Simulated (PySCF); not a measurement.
**Spinor energies of K⁷⁺ (potassium, charge +7)**

Start: [Ne] 3s2. Calculated with PySCF 2.14 in an uncontracted even-tempered set (20 s from 0.34 bohr⁻², ratio 2.4; 13 p from 0.45 bohr⁻², ratio 2.4; 5 d from 1.9 bohr⁻², ratio 2.6; 5 f from 2.9 bohr⁻², ratio 2.6): generalised Hartree-Fock with the X2C-1e Hamiltonian and a Gaussian nucleus; one run each with spin-orbit coupling (SO) switched off, then screened by Boettger's factors.

```json
{"spinor shell": "1s1/2", "electrons": "2", "ε, spin-free (eV)": "-3794.3", "ε, screened SO (eV)": "-3794.3", "weight of nominal j (screened SO)": "1.000", "rms radius, screened SO (bohr)": "0.0936"}
{"spinor shell": "2s1/2", "electrons": "2", "ε, spin-free (eV)": "-533.27", "ε, screened SO (eV)": "-533.27", "weight of nominal j (screened SO)": "1.000", "rms radius, screened SO (bohr)": "0.414"}
{"spinor shell": "2p1/2", "electrons": "2", "ε, spin-free (eV)": "-449.57", "ε, screened SO (eV)": "-451.63", "weight of nominal j (screened SO)": "1.000", "rms radius, screened SO (bohr)": "0.382"}
{"spinor shell": "3s1/2", "electrons": "2", "ε, spin-free (eV)": "-152.89", "ε, screened SO (eV)": "-152.89", "weight of nominal j (screened SO)": "1.000", "rms radius, screened SO (bohr)": "1.16"}
```

(1) Where does 2p3/2 lie, and what is the 2p spin-orbit splitting (screened SO)?

```tsv
quantity	spin-free	screened SO
E (hartree)	-585.47269	-585.47501
M_J	0	0
⟨J²⟩	0.000	0.000
⟨L²⟩	0.000	0.000
⟨S²⟩	0.000	0.000
```

Without spin-orbit coupling the j labels of p, d and f shells carry no meaning; the spin-free column gives the mean over the occupied spinors of each nl shell.

Answers

(1) At -448.55 eV, 3.077 eV above 2p1/2.
